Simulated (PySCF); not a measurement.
## Telling isomers of C7H14N2Si apart by NMR

No solvent model, a single conformation, averaged over atoms made equivalent by symmetry, fast rotation or ring inversion, non-relativistic. σ from GIAO-PBE0/pcSseg-1; coordinates at the GFN2-xTB level; PySCF 2.14.0 with density-fitted response routines.

References, each an isolated molecule treated in the same way: $^{1}$H (σ = 31.72 ppm) and $^{13}$C (σ = 186.93 ppm) vs TMS. Where no couplings were computed, multiplicities follow the n + 1 count of equivalent neighbours, and m marks all less simple cases (inequivalent or close neighbours, rings, F or P nearby). Shifts are as computed. Against solution values, carbons near 30 ppm lie about +3 ppm off and those near 130 ppm about +5 ppm. Of 1211 compounds with measured shifts, 218 miss one by over three times the rms of a fit or turn the order of signals round; such compounds aren't used in these exercises.

(1) Tabulate the signals of `Cn1cc([Si](C)(C)C)cn1`, `CCc1c(C)nn([SiH3])c1C` and their relative energies.

(2) What is the quickest way to tell Cn1cc([Si](C)(C)C)cn1 from CCc1c(C)nn([SiH3])c1C?

Results:

(1) 
| SMILES | carbon types | δC | δH | E rel. (kcal/mol) |
| --- | --- | --- | --- | --- |
| Cn1cc([Si](C)(C)C)cn1 | 1×C 2×CH 4×CH3 | 148.4, 137.8, 118.8, 39.3, 0.3 | 7.63 (m, 1H), 7.11 (m, 1H), 3.95 (s, 3H), 0.19 (s, 9H) | 0.0 |
| CCc1c(C)nn([SiH3])c1C | 3×C 1×CH2 3×CH3 | 154.3, 146.2, 126.9, 20.9, 19.1, 14.7, 11.6 | 5.18 (s, 3H), 2.48 (q, 2H), 2.41 (s, 3H), 2.34 (s, 3H), 1.04 (t, 3H) | 12.0 |

Energies are electronic energies at PBE0/pcSseg-1 on these geometries, without zero-point or thermal terms, each for the one conformer computed, which needn't be the lowest.

(2) Count the carbon signals: 5 against 7. The first has an aromatic CH next to a ring nitrogen at 148.4 ppm, the second an sp3 CH2 on an aromatic ring at 20.9 ppm. Their most deshielded carbons lie at 148.4 and 154.3 ppm. In the proton spectra the most deshielded non-exchanging signals are 7.63 (m, 1H) and 5.18 (s, 3H).
